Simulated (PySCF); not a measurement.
Electronic structure of Ho⁺ (holmium, charge +1) at the r2SCAN level

Configuration: [Xe] 4f10 6s1 6p1, one real determinant (an excited configuration). Computed with PySCF 2.14 in ANO-RCC-VTZP, with scalar relativity by spin-free X2C-1e.

| Item | Value |
| --- | --- |
| Total energy | -12615.22 hartree |
| One-electron energy | -17246.43 hartree |
| Hartree (Coulomb) energy | 4905.52 hartree |
| Exchange-correlation energy | -274.31 hartree |
| ⟨S²⟩ | 12.0027 |
| ⟨L²⟩ | 36.586 |
| Sum of ⟨r⟩ | 41.82 bohr |
| Sum of ⟨r²⟩ | 69.42 bohr² |
| Traceless quadrupole moment −½Σ⟨3z² − r²⟩ along its main axis | -11.4 e·bohr² |
| Langevin diamagnetic susceptibility | -55.0 ×10⁻⁶ cm³/mol |
| Time after the integrals | 19 s of wall time on 1 thread of Neoverse-V2 (shared host) |

```tsv
shell	electrons	mean orbital energy (eV)	spread (eV)	rms radius, mean of both spins (bohr)
1s α	1	-55424.5	0	0.0236
1s β	1	-55424.5	0	0.0236
2s α	1	-9308.2	0	0.0953
2s β	1	-9308.1	0	0.0953
2p α	3	-8263.8	0.066	0.0858
2p β	3	-8263.7	0.057	0.0858
3s α	1	-2103.0	0	0.245
3s β	1	-2100.8	0	0.245
3p α	3	-1780.6	0.376	0.246
3p β	3	-1778.4	0.243	0.246
3d α	5	-1362.1	0.477	0.225
3d β	5	-1360.4	0.219	0.225
4s α	1	-435.74	0	0.551
4s β	1	-430.30	0	0.551
4p α	3	-328.53	0.570	0.586
4p β	3	-323.18	0.206	0.586
4d α	5	-180.96	1.001	0.642
4d β	5	-175.76	0.275	0.642
5s α	1	-66.764	0	1.34
5s β	1	-64.423	0	1.34
5p α	3	-40.639	0.437	1.56
5p β	3	-38.963	0.602	1.56
4f α	7	-21.121	1.628	0.901
4f β	3	-18.463	0.169	0.901
6s α	1	-11.767	0	3.62
6p α	1	-7.578	0	4.71
```

⟨L²⟩ = 36.59 against 56 for a pure K term, so this real determinant mixes terms. Spin-orbit coupling, absent here, splits the open shell strongly.

Densities and radii are taken from the X2C orbitals without a picture-change correction, which distorts them close to the nucleus.
